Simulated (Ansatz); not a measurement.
`N[SiH2][SiH2]C=O` → `N=C(O)[SiH2][SiH3]`  (isomerisation)

Isolated molecules relaxed with PBE0-D4/def2-TZVP in Ansatz; ΔE leaves out vibrations. CBS: MP2 limit from def2 TZ/QZ plus the TZ coupled-cluster correction, frozen cores. Functionals use def2-TZVPP. B3LYP here is the variant with VWN-RPA as its local correlation; programs differ in this. One conformer a species, not always the lowest.

| level | ΔE (kJ/mol) | difference from CCSD(T)/CBS |
| --- | --- | --- |
| PBE-D4 | 22.1 | -10.2 |
| r2SCAN-D4 | 24.8 | -7.5 |
| PBE0-D4 | 24.4 | -7.9 |
| B3LYP-D4 | 31.1 | -1.2 |
| ωB97X-V | 29.0 | -3.3 |
| ωB97M-V | 29.8 | -2.5 |
| B2PLYP | 32.8 | 0.5 |
| PBE | 23.0 | -9.3 |
| r2SCAN | 25.0 | -7.3 |
| PBE0 | 25.2 | -7.1 |
| B3LYP | 32.5 | 0.2 |
| HF/def2-TZVPP | 40.5 | 8.2 |
| MP2/def2-TZVPP | 31.5 | -0.8 |
| SCS-MP2/def2-TZVPP | 35.2 | 2.9 |
| CCSD/def2-TZVPP | 32.5 | 0.2 |
| CCSD(T)/def2-TZVPP | 29.3 | -3.0 |
| HF/def2-QZVPP | 41.9 | 9.6 |
| MP2/def2-QZVPP | 33.7 | 1.4 |
| SCS-MP2/def2-QZVPP | 37.5 | 5.2 |
| HF/CBS(def2) | 42.1 | 9.8 |
| MP2/CBS(def2) | 34.5 | 2.2 |
| CCSD/CBS(def2) | 35.6 | 3.3 |
| CCSD(T)/CBS | 32.3 | 0 |

Largest T1 diagnostic among the species: 0.015.

In def2-TZVPP, CCSD(T) changes the Hartree–Fock value by −11.2 kJ/mol (the triples alone add −3.2 kJ/mol) and MP2 by −9.0 kJ/mol.

CCSD(T)/CBS has its own doubt, a few kJ/mol and more with outer-core shells, so smaller differences from it don't rank the levels.
